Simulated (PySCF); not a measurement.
BP86 on Sm (samarium, neutral), [Xe] 4f5 6s2 7s1, one real determinant (an excited configuration). Computed with PySCF 2.14 in x2c-TZVPPall with one added diffuse shell each of s, p, d, f type (12s8p8d5f2g, 129 functions), with the spin-free X2C one-electron Hamiltonian (Gaussian nucleus).

```
cycle= 7 E= -10427.6204573821  delta_E= -0.000127  |g|= 0.0038  |ddm|= 0.0854
cycle= 8 E= -10427.620512644  delta_E= -5.53e-05  |g|= 0.00191  |ddm|= 0.0609
cycle= 9 E= -10427.620548983  delta_E= -3.63e-05  |g|= 0.000684  |ddm|= 0.0539
cycle= 10 E= -10427.6205780083  delta_E= -2.9e-05  |g|= 0.000484  |ddm|= 0.0628
cycle= 11 E= -10427.620594645  delta_E= -1.66e-05  |g|= 0.000291  |ddm|= 0.0709
cycle= 12 E= -10427.6205963755  delta_E= -1.73e-06  |g|= 0.0003  |ddm|= 0.0219
cycle= 13 E= -10427.620596792  delta_E= -4.16e-07  |g|= 0.00031  |ddm|= 0.00547
cycle= 14 E= -10427.6205955843  delta_E= 1.21e-06  |g|= 0.000247  |ddm|= 0.0177
cycle= 15 E= -10427.6205945936  delta_E= 9.91e-07  |g|= 8.16e-05  |ddm|= 0.0364
cycle= 16 E= -10427.6205946104  delta_E= -1.68e-08  |g|= 3.15e-05  |ddm|= 0.00354
cycle= 17 E= -10427.6205946176  delta_E= -7.24e-09  |g|= 1.59e-05  |ddm|= 0.00136
cycle= 18 E= -10427.6205946084  delta_E= 9.18e-09  |g|= 9.94e-06  |ddm|= 0.00328
cycle= 19 E= -10427.6205946088  delta_E= -4.22e-10  |g|= 3.21e-06  |ddm|= 0.000353
converged SCF energy = -10427.6205946088  <S^2> = 12.904162  2S+1 = 7.2537334
```

Highest occupied orbital energy: -1.479 eV; ⟨L²⟩ = 28.32; populations by l: s 12.28, p 24.00, d 20.72, f 5.00.

Question: Can this result be used?

Answer: Not for this state. Self-consistency was reached. ⟨L²⟩ = 28.32 against 30 for a pure H term, so this real determinant mixes terms. Spin-orbit coupling, absent here, splits the open shell strongly. ⟨S²⟩ = 12.90 against 12.00 shows spin contamination. The outer electron is Rydberg-like, and this basis confines it to a smaller radius and binds it less than a complete one would. The s, p, d and f populations moved away from the nominal configuration during the SCF.
